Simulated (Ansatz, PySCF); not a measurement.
C₂H₄F₂, SMILES FCCF. Atoms are numbered in the order given.

```xyz
8

F     -1.4350    -0.1653    -0.5368
C     -0.6853     0.3059     0.5059
C      0.6853    -0.3059     0.5059
F      1.4350     0.1653    -0.5368
H     -1.1925     0.0602     1.4561
H     -0.6047     1.4035     0.4222
H      1.1925    -0.0602     1.4561
H      0.6047    -1.4035     0.4222
```
Charge 0, spin multiplicity 1.

Coordinates come from a PBE0-D3(BJ)/def2-SVP optimisation. Other conformers were not sampled.

Two levels are set side by side: PBE-D3(BJ)/def2-SVP (Ansatz, an electronic-structure program) and PBE0-D3(BJ)/def2-SVP (Ansatz). Each level has its own optimised geometry; the coordinates shown are those of the second. Frequencies come from the Hessian of PySCF at each geometry. Differences are taken from unrounded values.

```csv
quantity,PBE0-D3(BJ)
mean bond length (Å),1.236
bond F1–C2 (Å),1.368
bond C2–C3 (Å),1.501
bond C3–F4 (Å),1.368
bond C2–H5 (Å),1.105
bond C2–H6 (Å),1.104
bond C3–H7 (Å),1.105
bond C3–H8 (Å),1.104
highest harmonic wavenumber (cm⁻¹),3127
mean harmonic wavenumber (cm⁻¹),1500
zero-point energy (kcal/mol),38.59
```

Problem. What does PBE-D3(BJ) give, and how far is it from PBE0-D3(BJ)? (Estimate from the structure and the level; the computed values follow.)

Solution. 
```json
[
 {"quantity": "mean bond length (Å)", "PBE-D3(BJ)": "1.248", "PBE-D3(BJ) minus PBE0-D3(BJ)": "0.011"},
 {"quantity": "bond F1–C2 (Å)", "PBE-D3(BJ)": "1.383", "PBE-D3(BJ) minus PBE0-D3(BJ)": "0.015"},
 {"quantity": "bond C2–C3 (Å)", "PBE-D3(BJ)": "1.510", "PBE-D3(BJ) minus PBE0-D3(BJ)": "0.009"},
 {"quantity": "bond C3–F4 (Å)", "PBE-D3(BJ)": "1.383", "PBE-D3(BJ) minus PBE0-D3(BJ)": "0.015"},
 {"quantity": "bond C2–H5 (Å)", "PBE-D3(BJ)": "1.115", "PBE-D3(BJ) minus PBE0-D3(BJ)": "0.010"},
 {"quantity": "bond C2–H6 (Å)", "PBE-D3(BJ)": "1.114", "PBE-D3(BJ) minus PBE0-D3(BJ)": "0.010"},
 {"quantity": "bond C3–H7 (Å)", "PBE-D3(BJ)": "1.115", "PBE-D3(BJ) minus PBE0-D3(BJ)": "0.010"},
 {"quantity": "bond C3–H8 (Å)", "PBE-D3(BJ)": "1.114", "PBE-D3(BJ) minus PBE0-D3(BJ)": "0.010"},
 {"quantity": "highest harmonic wavenumber (cm⁻¹)", "PBE-D3(BJ)": "3014", "PBE-D3(BJ) minus PBE0-D3(BJ)": "-113"},
 {"quantity": "mean harmonic wavenumber (cm⁻¹)", "PBE-D3(BJ)": "1442", "PBE-D3(BJ) minus PBE0-D3(BJ)": "-58"},
 {"quantity": "zero-point energy (kcal/mol)", "PBE-D3(BJ)": "37.10", "PBE-D3(BJ) minus PBE0-D3(BJ)": "-1.49"}
]
```

GGA bonds tend to be longer and softer than those of functionals with exact exchange. Differences between two approximate levels are no errors against the true value.
